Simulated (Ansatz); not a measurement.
Molecule: sum formula KOH, net charge -1, doublet state. 
Structure (B3LYP-D3(BJ)/def2-TZVP (Ansatz, a program for electronic structure) minimum search):
```
O
H 1 0.9597
K 1 2.3087 2 180.00
```
Charge -1, spin multiplicity 2.

Basis-set convergence of Hartree-Fock and CCSD correlation energies (hartree) with Ansatz. Correlated levels leave the core frozen unless marked. Open shells are spin-unrestricted. No spin-orbit coupling. Frozen are the shells of the preceding noble gas and the d and f shells that filled before the atom's block. The outer core of K, Ca and their heavier congeners is not correlated, a term that matters for these elements. No relativistic terms. This anion needs diffuse functions, which these sets lack.

| basis | functions | E(HF) | E(corr, CCSD) |
|---|---|---|---|
| def2-SVP | 43 | -674.45530 | -0.21147 |
| def2-TZVPP | 78 | -674.63670 | -0.27105 |
| def2-QZVPP | 157 | … | … |

Question: Some entries are withheld; supply them.

Answer: 
- def2-QZVPP, E(HF): -674.66041
- def2-QZVPP, E(corr, CCSD): -0.29153
